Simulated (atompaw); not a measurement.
Ho: one change to a PAW (atompaw) potential, before and after

| Quantity | Value |
| --- | --- |
| Element | Ho |
| Generator | atompaw 4.2.0.5 |
| Type | PAW |
| Functional | PBE |
| Relativity | scalar-relativistic |
| Frozen core | [Kr] 4d10 |
| Valence charge | 21 |
| Reference configuration | 4f11 5s2 5p6 5d0 6s1.5 6p0 (charge +0.5) |
| Partial waves | 5s (bound); 6s (bound); 5p (bound); 6p (bound, empty); 5d (bound, empty); 5d channel at 1.2 Ry; 4f (bound); 4f channel at 0.7 Ry |
| Local potential | bessel scheme, radius 2.55 bohr |
| Core correction | smooth core density matched at 1.70 bohr |
| Augmentation charge | besselshape compensation charge, radius 2.40 bohr; PAW radius 3.00 bohr; waves and projectors: bloechl |

All-electron outer shells of the reference configuration (PBE, scalar-relativistic, ld1.x):

```json
{"shell": "4p", "level (eV)": "-306.08", "outermost node (bohr)": "0.27", "outermost maximum (bohr)": "0.51"}
{"shell": "4d", "level (eV)": "-162.24", "outermost node (bohr)": "0.25", "outermost maximum (bohr)": "0.53"}
{"shell": "5s", "level (eV)": "-53.50", "outermost node (bohr)": "0.61", "outermost maximum (bohr)": "1.14"}
{"shell": "5p", "level (eV)": "-28.99", "outermost node (bohr)": "0.66", "outermost maximum (bohr)": "1.29"}
{"shell": "6s", "level (eV)": "-6.28", "outermost node (bohr)": "1.54", "outermost maximum (bohr)": "3.30"}
{"shell": "4f", "level (eV)": "-6.24", "outermost node (bohr)": "–", "outermost maximum (bohr)": "0.53"}
{"shell": "5d", "level (eV)": "-3.75", "outermost node (bohr)": "0.75", "outermost maximum (bohr)": "2.06"}
{"shell": "6p", "level (eV)": "-3.20", "outermost node (bohr)": "1.88", "outermost maximum (bohr)": "4.41"}
```

Change: local potential bessel scheme, radius 1.64 bohr.

Cutoffs: the cutoffs (Ry, on a coarse ladder) from which the occupation-weighted sum of valence levels, in a spherical-Bessel basis at the reference potential, stays within 10 and 1 mRy of its value at 400 Ry; they do not see the model core or the augmentation charge, which bear on the density cutoff.

Task: What does the change do?

Result: The potential gets neither clearly harder nor softer (30 Ry and 35 Ry → 30 Ry and 40 Ry); the range in which the s phases agree narrows (upper end 3.7 → 2.4); neither file shows a bound ghost.

```csv
quantity,base,changed
"cutoff, loose",30 Ry,30 Ry
"cutoff, tight",35 Ry,40 Ry
loose cutoff by channel (10 mRy a level),"s 12 Ry, p 15 Ry, f 15 Ry","s 15 Ry, p 18 Ry, f 21 Ry"
bound ghosts,none,none
s: phases at 3.01 bohr within 0.05 rad from the reference energy up to (Ry; the scan ends near 5),3.7,2.4
p: phases at 3.01 bohr within 0.05 rad from the reference energy up to (Ry; the scan ends near 5),to the end of the scan,4.5
d: phases at 3.01 bohr within 0.05 rad from the reference energy up to (Ry; the scan ends near 5),to the end of the scan,to the end of the scan
f: phases at 3.01 bohr within 0.05 rad from the reference energy up to (Ry; the scan ends near 5),3.4,3.5
lowest overlap eigenvalue by channel,"s 0.51, p 0.64, d 0.93, f 0.92","s 0.51, p 0.77, d 0.96, f 0.98"
```

 The cutoffs see the waves, projectors and local potential, not the compensation charge or the core.
